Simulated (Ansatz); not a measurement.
```yaml
crystal:
  periodic: [false, false, false]
  atoms:
    - {symbol: C, position_ang: [-5.662671, 0.835477, -0.395318]}
    - {symbol: Si, position_ang: [-4.467721, 0.519785, -1.794059]}
    - {symbol: Si, position_ang: [-3.693680, -1.764931, -1.745276]}
    - {symbol: Si, position_ang: [-2.865868, -1.867632, 0.483387]}
    - {symbol: Si, position_ang: [-1.395349, -0.086933, 0.883323]}
    - {symbol: Si, position_ang: [0.147078, 0.053015, -0.890700]}
    - {symbol: Si, position_ang: [1.597254, 1.856667, -0.460682]}
    - {symbol: Si, position_ang: [2.490572, 1.601281, 1.694289]}
    - {symbol: Si, position_ang: [3.108561, -0.692344, 1.985302]}
    - {symbol: Si, position_ang: [4.640010, -0.949240, 0.151376]}
    - {symbol: C, position_ang: [6.008567, 0.317642, 0.228913]}
    - {symbol: H, position_ang: [-6.531385, 0.160864, -0.448897]}
    - {symbol: H, position_ang: [-6.037045, 1.871559, -0.465496]}
    - {symbol: H, position_ang: [-5.185551, 0.718651, 0.589877]}
    - {symbol: H, position_ang: [-3.215436, 1.329983, -1.704698]}
    - {symbol: H, position_ang: [-5.079699, 0.636913, -3.153912]}
    - {symbol: H, position_ang: [-2.619474, -1.959208, -2.762744]}
    - {symbol: H, position_ang: [-4.825356, -2.708347, -1.980645]}
    - {symbol: H, position_ang: [-2.140103, -3.176863, 0.563525]}
    - {symbol: H, position_ang: [-4.069432, -1.862184, 1.368616]}
    - {symbol: H, position_ang: [-0.644070, -0.340351, 2.154171]}
    - {symbol: H, position_ang: [-2.161939, 1.189940, 1.017644]}
    - {symbol: H, position_ang: [-0.572779, 0.245173, -2.186558]}
    - {symbol: H, position_ang: [0.918917, -1.227325, -0.952678]}
    - {symbol: H, position_ang: [0.808370, 3.126488, -0.504056]}
    - {symbol: H, position_ang: [2.718392, 1.904763, -1.447891]}
    - {symbol: H, position_ang: [1.485833, 1.876982, 2.769727]}
    - {symbol: H, position_ang: [3.737296, 2.388339, 1.930846]}
    - {symbol: H, position_ang: [3.757070, -0.928701, 3.307704]}
    - {symbol: H, position_ang: [1.942874, -1.608947, 1.812990]}
    - {symbol: H, position_ang: [3.784161, -0.826532, -1.066117]}
    - {symbol: H, position_ang: [5.111519, -2.360125, 0.321611]}
    - {symbol: H, position_ang: [6.726082, 0.123334, -0.586786]}
    - {symbol: H, position_ang: [6.558336, 0.260590, 1.180966]}
    - {symbol: H, position_ang: [5.626650, 1.342238, 0.102239]}
basis:
  gaussian: {orbitals: def2-TZVP, initial_orbitals: start.molden}
total_charge: 1
magnetization: {spin_polarized: true, initial_magnetization: 1}
hamiltonian: {xc: pbe0, dispersion: d4}
scf: {omitted_lower_state_checks: [starts]}
output: {orbitals: {seedname: orbitals}}
```

The file start.molden holds the orbitals of an earlier run on this structure, at another level or in another basis.

```sh
$ ansatz run in.yaml --threads 4 --pin off --events-out ev --progress --plain --max-ram 6963MiB
```

Does this run fit into the memory that it is given?

No. It has 539 basis functions, and Ansatz plans for 10 GiB where 7 GiB are given.
